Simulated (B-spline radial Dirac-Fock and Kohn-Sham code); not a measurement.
**Widths and yields of inner-shell holes in Cr⁵⁺**

System: the Cr⁵⁺ ion, configuration [Ar] 3d1, inside a Watson sphere of charge -5 and radius 1.6 Å (a model of the Madelung potential; inside it an electron's potential energy is raised by 45.0 eV).

Input of the calculation (task.json; shells as n, l, electrons):

```json
{"items": [{
  "Z": 24,
  "q": 5,
  "cfg": [[1, 0, 2], [2, 0, 2], [2, 1, 6], [3, 0, 2], [3, 1, 6], [3, 2, 1]],
  "A": 52,
  "rrms": 3.6452,
  "watson": [-5, 1.6],
  "do": ["binding", "quiet", "decay"],
  "holes": ["K", "L1", "L2", "L3", "M1", "M2", "M3"]
}]}
```

Run with: `python xray_run.py task.json out`

Model: independent-particle rates on relativistic LDA orbitals of the hole state (multipoles up to L = 3, Coulomb Auger matrix elements, transition energies from Dirac-Fock). Program: a radial atomic solver.

Partial widths are in eV. Coster-Kronig decay leaves a hole in the same principal shell; its rates are the weakest part of the model, often 1.5 to 2.5 times too large and more for N holes. Holes without an open Auger channel, or with an unreliable SCF state, are not listed.

```tsv
hole	radiative	Auger	Coster-Kronig	total	fluorescence yield	lifetime (fs)
K	0.293	0.748	0	1.04	0.282	0.632
L1	0.00228	0.237	2.54	2.78	0.000819	0.237
L2	0.000442	0.308	0	0.309	0.00143	2.13
L3	0.000445	0.311	0	0.312	0.00143	2.11
```
